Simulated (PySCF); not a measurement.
# Zr⁺ (zirconium, charge +1): UHF calculation

Configuration: [Kr] 4d2 5s1, high-spin 4F determinant. Computed with PySCF 2.14 in def2-SVP with the def2 core potential (28 electrons) (5s3p2d1f, 31 functions), with scalar relativity through the core potential.

- Total energy: -46.240866 hartree
- One-electron energy: -74.8828 hartree
- Hartree (Coulomb) energy: 33.8803 hartree
- Exchange energy: -5.2384 hartree
- ⟨S²⟩: 3.7542
- ⟨L²⟩: 12.042
- Sum of ⟨r⟩: 18.58 bohr
- Sum of ⟨r²⟩: 40.96 bohr²
- Time after the integrals: 0.18 s of wall time on 1 thread of Neoverse-N1 (shared host)

```
shell  electrons  mean orbital energy (hartree)  rms radius, mean of both spins (bohr)
 4s α          1                       -2.81352                                   1.30
 4s β          1                       -2.72405                                   1.30
 4p α          3                       -1.80324                                   1.48
 4p β          3                       -1.68741                                   1.48
 4d α          2                       -0.56608                                   2.29
 5s α          1                       -0.45723                                   3.74
```

Energies and moments cover only the electrons outside the core potential.
